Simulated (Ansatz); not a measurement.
`[OH][Al]([F])[SH]` + H–F → `[OH][Al]([F])[F]` + H₂S at 500 K and 1 bar (ligand exchange at the Al–S bond).

Gas-phase electronic energies from Ansatz, PBE0-D4/def2-TZVP geometries. CBS: MP2 limit from def2 TZ/QZ plus the TZ coupled-cluster correction, frozen cores. This one scheme is used for every species. One conformer a species, not always the lowest.

| species | CCSD(T)/CBS energy (Eh) | H − E (kJ/mol) | S (J/(mol·K)) |
| --- | --- | --- | --- |
| `[OH][Al]([F])[SH]` | -816.14836 | 105.8 | 373.3 |
| H–F | -100.39570 | 39.4 | 188.7 |
| `[OH][Al]([F])[F]` | -517.59653 | 81.6 | 340.5 |
| H₂S | -398.97279 | 57.0 | 224.0 |

H − E and S are ideal-gas, rigid-rotor, harmonic terms from PBE0-D4/def2-TZVP, for one conformer and one mirror image of each species. 1 Eh = 2625.50 kJ/mol, R = 8.31446 J/(mol·K).

Problem. By hand: ΔE, ΔH, ΔS and ΔG.

Solution. ΔE = (-517.59653) + (-398.97279) − (-816.14836) − (-100.39570) = -0.02526 Eh = -66.3 kJ/mol. Δ(H − E) = 81.6 + 57.0 − 105.8 − 39.4 = -6.6, so ΔH = -72.9 kJ/mol. ΔS = 340.5 + 224.0 − 373.3 − 188.7 = 2.5 J/(mol·K). ΔG = -72.9 − 500 × (2.5)/1000 = -74.2 kJ/mol.

Problem. By hand: the equilibrium constant, and the temperature at which ΔG would vanish if ΔH and ΔS stayed fixed.

Solution. log₁₀ K = −ΔG/(RT ln 10) = 7.8. ΔH and −TΔS have one sign here, so there is no such temperature.

The number of gas molecules stays the same, so ΔS is small and ΔH decides. A doubt of 5 kJ/mol in ΔE shifts log₁₀ K by 0.5 here. Other conformers and mirror images would add mixing entropy, several J/(mol·K) or more a flexible species. These are equilibria of isolated gas molecules and say nothing of rates. Largest T1 diagnostic: 0.013 (customary marks: 0.02 for closed shells, 0.045 for open ones).

ΔS is within the doubt of such terms, so its sign, and with it that verdict, could turn.
